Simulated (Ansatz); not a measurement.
Correlation energies of GeH₈InN₂PSiTe, SMILES `[NH2][In]([NH2])[Te][SiH]1[PH][GeH2]1` by basis set

Cartesian coordinates in Å:
```
N -0.957 -1.964 -3.131
In -0.561 -0.982 -1.411
N -0.372 1.032 -1.463
Te -0.312 -2.467 0.821
Si 0.693 -0.696 2.232
P 2.176 0.868 1.544
Ge 0.076 1.519 2.475
H -0.711 -1.497 -3.992
H -0.658 -2.927 -3.185
H -0.774 1.483 -2.274
H -0.671 1.533 -0.637
H 1.125 -1.336 3.500
H 1.593 0.930 0.245
H -0.834 2.234 1.470
H 0.188 2.270 3.805
```

Charge 0, multiplicity 1. Correlated methods include outer-core shells of Ge, In, Te, which these sets cover unevenly. Scalar relativity is left out up to krypton. In, Te: def2 effective core potential. The structure was optimised at the PBE0-D4/def2-TZVP level. It is one conformer, not always the lowest. Frozen core, restricted reference, Ansatz.

```csv
basis,HF (Eh),MP2 corr.,CCSD corr.,(T),CCSD(T) total
def2-SVP,?,?,?,-0.03817,?
def2-TZVPP,-3274.93990,-1.72043,–,–,–
def2-QZVPP,-3275.00832,?,–,–,–
```

Question: Fill in the withheld values. (Best estimate.)

Answer: The calculation gave: def2-SVP HF (Eh): -3274.29323; def2-SVP MP2 corr.: -1.00179; def2-SVP CCSD corr.: -1.06172; def2-SVP CCSD(T) total: -3275.39312; def2-QZVPP MP2 corr.: -2.38826.
